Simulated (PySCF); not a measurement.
Electron correlation in In⁻ (indium, charge -1)

[Kr] 4d10 5s2 5p2, high-spin 3P determinant. Computed with PySCF 2.14 in aug-cc-pwCVTZ-DK3 (10s9p7d4f1g, 109 functions), with the spin-free X2C one-electron Hamiltonian (Gaussian nucleus). Frozen: [Kr] 4d10; 4 electrons correlated.

MP2 pair energies summed by pair of shells (mhartree):

| pair | energy | share (%) |
| --- | --- | --- |
| 5s-5p | -22.04 | 53.3 |
| 5s-5s | -15.26 | 36.9 |
| 5p-5p | -4.05 | 9.8 |

Total MP2 correlation energy: -41.36 mhartree.

Same-spin part -8.38 and opposite-spin part -32.98 mhartree; SCS-MP2 scales them by 1/3 and 6/5 to -42.37 mhartree.
